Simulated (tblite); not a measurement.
C8H8N (doublet state).
Numbering: `[CH3:1]/[N:2]=[CH:3]\[c:4]1[cH:5][cH:6][c:7][cH:8][cH:9]1` (hydrogens: H10, H11, H12 on C1; H13 on C3; H14 on C5; H15 on C6; H16 on C8; H17 on C9)
Bond orders are those of one Lewis drawing.

Computed with GFN2-xTB (tblite), gas phase: L-BFGS steps from a force-field or distance-geometry start until the largest atomic force falls under 0.01 eV/Å.

The end geometry, which sets the zero of energy:
```
atom  x, y, z in Å
C1      2.2994    0.8645   -0.6735
N2      2.3326   -0.3648    0.0551
C3      1.3118   -0.9232    0.5313
C4     -0.1021   -0.4920    0.5085
C5     -1.0783   -1.4280    0.1780
C6     -2.4187   -1.0568    0.1295
C7     -2.7306    0.2344    0.4436
C8     -1.8171    1.1829    0.7968
C9     -0.4739    0.8114    0.8213
H10     2.9701    0.7493   -1.5265
H11     2.7077    1.6548   -0.0407
H12     1.3043    1.1608   -1.0254
H13     1.4882   -1.8832    1.0109
H14    -0.7936   -2.4434   -0.0607
H15    -3.1729   -1.7801   -0.1421
H16    -2.1041    2.1917    1.0530
H17     0.2702    1.5339    1.1243
```

**Question.** These geometries come from the run, each turned onto the end geometry. Order them by energy, lowest first.
A.
```
atom  x, y, z in Å
C1      2.2834    0.8482   -0.7074
N2      2.3263   -0.3746    0.0369
C3      1.3162   -0.9258    0.5437
C4     -0.1004   -0.5027    0.5204
C5     -1.0839   -1.4271    0.1771
C6     -2.4195   -1.0372    0.1276
C7     -2.7228    0.2463    0.4760
C8     -1.7977    1.1804    0.8342
C9     -0.4571    0.8035    0.8349
H10     3.1138    0.8296   -1.4146
H11     2.4570    1.6816   -0.0241
H12     1.3440    1.0250   -1.2444
H13     1.5043   -1.8659    1.0568
H14    -0.8130   -2.4404   -0.0889
H15    -3.1813   -1.7413   -0.1670
H16    -2.0721    2.1850    1.1096
H17     0.2957    1.5277    1.1127
```
B.
```
atom  x, y, z in Å
C1      2.2965    0.8639   -0.6782
N2      2.3347   -0.3608    0.0585
C3      1.3143   -0.9232    0.5311
C4     -0.1016   -0.4966    0.4995
C5     -1.0824   -1.4310    0.1785
C6     -2.4206   -1.0517    0.1226
C7     -2.7291    0.2366    0.4510
C8     -1.8124    1.1807    0.8079
C9     -0.4693    0.8083    0.8113
H10     2.9959    0.7644   -1.5097
H11     2.6645    1.6663   -0.0359
H12     1.3056    1.1337   -1.0606
H13     1.4965   -1.8738    1.0279
H14    -0.8075   -2.4524   -0.0441
H15    -3.1783   -1.7655   -0.1637
H16    -2.0952    2.1853    1.0842
H17     0.2815    1.5279    1.1030
```
C.
```
atom  x, y, z in Å
C1      2.2833    0.8355   -0.7085
N2      2.3437   -0.3759    0.0576
C3      1.3182   -0.9260    0.5311
C4     -0.0921   -0.4890    0.5008
C5     -1.0761   -1.4095    0.1583
C6     -2.4143   -1.0308    0.1340
C7     -2.7118    0.2566    0.4755
C8     -1.7897    1.1910    0.8403
C9     -0.4508    0.8087    0.8434
H10     3.1656    0.8731   -1.3473
H11     2.3172    1.7072   -0.0536
H12     1.3803    0.8996   -1.3235
H13     1.4819   -1.8783    1.0298
H14    -0.8049   -2.4209   -0.1029
H15    -3.1815   -1.7422   -0.1341
H16    -2.0715    2.1953    1.1224
H17     0.2955    1.5178    1.1602
```
D.
```
atom  x, y, z in Å
C1      2.2938    0.8572   -0.6907
N2      2.3338   -0.3660    0.0482
C3      1.3145   -0.9236    0.5269
C4     -0.1002   -0.5002    0.5014
C5     -1.0838   -1.4310    0.1796
C6     -2.4226   -1.0483    0.1300
C7     -2.7246    0.2416    0.4620
C8     -1.8063    1.1825    0.8263
C9     -0.4643    0.8029    0.8229
H10     3.0522    0.7940   -1.4743
H11     2.5782    1.6766   -0.0249
H12     1.3162    1.0781   -1.1351
H13     1.4982   -1.8605    1.0435
H14    -0.8100   -2.4499   -0.0568
H15    -3.1832   -1.7558   -0.1750
H16    -2.0892    2.1924    1.0950
H17     0.2902    1.5220    1.1044
```
E.
```
atom  x, y, z in Å
C1      2.2857    0.8399   -0.7048
N2      2.3556   -0.3759    0.0660
C3      1.3275   -0.9410    0.5374
C4     -0.0849   -0.4900    0.4918
C5     -1.0774   -1.4141    0.1609
C6     -2.4197   -1.0228    0.1390
C7     -2.7224    0.2612    0.4726
C8     -1.7988    1.1888    0.8371
C9     -0.4491    0.8116    0.8497
H10     3.1587    0.8962   -1.3636
H11     2.3173    1.7211   -0.0571
H12     1.3955    0.8894   -1.3369
H13     1.4601   -1.9022    1.0411
H14    -0.7988   -2.4329   -0.1072
H15    -3.1855   -1.7414   -0.1326
H16    -2.0763    2.1959    1.1224
H17     0.3055    1.5282    1.1676
```

**Answer.** B (0.002 eV), D (0.008 eV), A (0.018 eV), C (0.032 eV), E (0.059 eV).

In the order of the answer:

```json
{"step": "31", "E above end (eV)": "0.002", "largest force (eV/Å)": "0.04", "rms force component (eV/Å)": "0.011", "rms distance from end (Å)": "0.023", "rms bond change (Å)": "0.000", "bond most changed (Å)": "C3–C4 +0.001"}
{"step": "25", "E above end (eV)": "0.008", "largest force (eV/Å)": "0.12", "rms force component (eV/Å)": "0.039", "rms distance from end (Å)": "0.058", "rms bond change (Å)": "0.001", "bond most changed (Å)": "C8–H16 +0.003"}
{"step": "19", "E above end (eV)": "0.018", "largest force (eV/Å)": "0.09", "rms force component (eV/Å)": "0.031", "rms distance from end (Å)": "0.105", "rms bond change (Å)": "0.001", "bond most changed (Å)": "C1–N2 +0.003"}
{"step": "6", "E above end (eV)": "0.032", "largest force (eV/Å)": "0.11", "rms force component (eV/Å)": "0.041", "rms distance from end (Å)": "0.158", "rms bond change (Å)": "0.002", "bond most changed (Å)": "C1–N2 +0.005"}
{"step": "2", "E above end (eV)": "0.059", "largest force (eV/Å)": "0.51", "rms force component (eV/Å)": "0.158", "rms distance from end (Å)": "0.162", "rms bond change (Å)": "0.006", "bond most changed (Å)": "C1–N2 +0.012"}
```

The cost below is that of the whole relaxation. Hardware: one thread, Arm Neoverse V1 (aarch64), shared host. Cost: 0.3 s of wall time.
